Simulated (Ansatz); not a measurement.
Reaction (redistribution): `N[SiH](O)O` + `CC[Si]S` → `CC[SiH](O)O` + `N[Si]S`

Computed with Ansatz on PBE0-D4/def2-TZVP structures; ΔE is electronic, products minus reactants. CCSD(T)/CBS adds triple-zeta CCSD(T) − MP2 to the extrapolated MP2 energy (def2 sets, frozen cores). This one scheme is used for every species. Functionals use def2-TZVPP. One conformer a species, not always the lowest.

```json
{"level": "PBE-D4", "ΔE (kcal/mol)": "-12.1", "difference from CCSD(T)/CBS": "-0.9"}
{"level": "r2SCAN-D4", "ΔE (kcal/mol)": "-12.3", "difference from CCSD(T)/CBS": "-1.1"}
{"level": "B97M-V", "ΔE (kcal/mol)": "-11.8", "difference from CCSD(T)/CBS": "-0.6"}
{"level": "r2SCANh-D4", "ΔE (kcal/mol)": "-12.2", "difference from CCSD(T)/CBS": "-1.0"}
{"level": "r2SCAN0-D4", "ΔE (kcal/mol)": "-12.0", "difference from CCSD(T)/CBS": "-0.8"}
{"level": "CAM-B3LYP-D4", "ΔE (kcal/mol)": "-12.5", "difference from CCSD(T)/CBS": "-1.3"}
{"level": "ωB97X-V", "ΔE (kcal/mol)": "-12.6", "difference from CCSD(T)/CBS": "-1.4"}
{"level": "r2SCANh", "ΔE (kcal/mol)": "-12.2", "difference from CCSD(T)/CBS": "-1.0"}
{"level": "BHLYP", "ΔE (kcal/mol)": "-11.9", "difference from CCSD(T)/CBS": "-0.7"}
{"level": "HF/def2-TZVPP", "ΔE (kcal/mol)": "-11.4", "difference from CCSD(T)/CBS": "-0.2"}
{"level": "SCS-MP2/def2-TZVPP", "ΔE (kcal/mol)": "-11.8", "difference from CCSD(T)/CBS": "-0.6"}
{"level": "CCSD/def2-TZVPP", "ΔE (kcal/mol)": "-11.3", "difference from CCSD(T)/CBS": "-0.1"}
{"level": "HF/def2-QZVPP", "ΔE (kcal/mol)": "-11.3", "difference from CCSD(T)/CBS": "-0.1"}
{"level": "MP2/def2-QZVPP", "ΔE (kcal/mol)": "-11.8", "difference from CCSD(T)/CBS": "-0.6"}
{"level": "HF/CBS(def2)", "ΔE (kcal/mol)": "-11.3", "difference from CCSD(T)/CBS": "-0.1"}
{"level": "CCSD/CBS(def2)", "ΔE (kcal/mol)": "-11.2", "difference from CCSD(T)/CBS": "0.0"}
{"level": "CCSD(T)/CBS", "ΔE (kcal/mol)": "-11.2", "difference from CCSD(T)/CBS": "0"}
```

Problem. What do rigid-rotor, harmonic-oscillator terms from PBE0-D4/def2-TZVP frequencies (298.15 K, 1 bar) make of the CCSD(T)/CBS value? (Best estimate.)

Solution. Computed: ΔZPE = +0.5 kcal/mol, ΔH = -10.8 kcal/mol, ΔS = -5 J/(mol·K), ΔG = -10.4 kcal/mol.

Largest T1 diagnostic among the species: 0.014.

At CCSD(T), def2-SVP lies −1.6 kcal/mol from the extrapolated value and def2-TZVPP −0.0 kcal/mol. Leaving LDA and LC-ωPBE aside and taking each functional with its dispersion term where it has one, the values, not all of them listed here, spread over 0.8 kcal/mol, from ωB97X-V to PBE-QIDH.
